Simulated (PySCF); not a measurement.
## Electron correlation in Ir (iridium, neutral)

[Xe] 4f14 5d7 6s2, high-spin 4F determinant. All numbers are calculated (PySCF 2.14, scalar relativity through the core potential, in def2-TZVPPD with the def2 core potential (60 electrons) (6s5p3d2f1g, 59 functions)). Frozen: nothing; 17 electrons correlated.

| level | correlation energy (mhartree) |
| --- | --- |
| CCSD | -456.41 |
| (T) | -15.84 |
| CCSD(T) | -472.25 |

Diagnostics: T1 = 0.016, D1 = 0.0712, largest double amplitude 0.042.

Task: Is a single reference adequate?

Result: Yes, within this model without spin-orbit coupling: T1 lies below 0.03 and no double amplitude reaches 0.07.

The basis has no tight functions for the innermost shells, so their pair energies are far from complete.

This basis was not built for core-valence correlation, so the inner-shell part is incomplete.
